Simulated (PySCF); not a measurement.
Trends in electronic spectra. The calculation used PySCF 2.14.0, density-fitted response routines, TDDFT CAM-B3LYP/def2-SVPD, vertical, gas phase, core orbitals frozen in the response. Geometries: GFN2-xTB; one conformer of each isolated species. Triplets are in the Tamm–Dancoff approximation. 'Strongest' means the level of largest summed f among the lowest 8 singlets; it needn't be the same kind of state in each.

**Question.** Rank by computed lowest singlet excitation energy, lowest first.
A. `[SiH3]/C=P/N([SiH3])[SiH3]`
B. `CN(C)C/P=C/F`
C. `CCOC(=O)[SiH3]`
D. `N#C[SiH2][SiH2][C@H](F)[SiH3]`

**Answer.** B (3.86 eV), A (4.69 eV), C (5.12 eV), D (6.88 eV).

```
                       SMILES  S1 (eV)  LUMO (eV)  first f ≥ 0.01 (nm)  gap (eV)  strongest (eV)  S1 mainly
                 CN(C)C/P=C/F     3.86      -0.44                  230      7.10            5.39  H→L (94%)
   [SiH3]/C=P/N([SiH3])[SiH3]     4.69      -0.51                  264      7.55            4.69  H→L (87%)
               CCOC(=O)[SiH3]     5.12       0.57                  164      9.75            8.04  H→L (93%)
N#C[SiH2][SiH2][C@H](F)[SiH3]     6.88       0.00                  180      9.95            6.88  H→L (49%)
```

H and L stand for HOMO and LUMO.

- `CN(C)C/P=C/F`: Löwdin shares by element: HOMO nitrogen 46%, phosphorus 17%, carbon 15% or more (atoms not listed hold the other 22%); LUMO phosphorus 42%, carbon 39% or more, fluorine 7%.
- `[SiH3]/C=P/N([SiH3])[SiH3]`: Löwdin shares by element: HOMO carbon 35%, nitrogen 22%, phosphorus 19%, silicon 7% or more (atoms not listed hold the other 17%); LUMO phosphorus 43%, carbon 28%, nitrogen 10%, silicon 5% or more.
- `CCOC(=O)[SiH3]`: Löwdin shares by element: HOMO oxygen 64%, carbon 14% or more, silicon 12%; LUMO oxygen 37%, carbon 32% or more, silicon 18%.
- `N#C[SiH2][SiH2][C@H](F)[SiH3]`: Löwdin shares by element: HOMO carbon 33% or more, silicon 29% or more, fluorine 22% (atoms not listed hold the other 16%); LUMO silicon 47% or more, hydrogen 8% or more, carbon 7% or more (atoms not listed hold the other 38%).
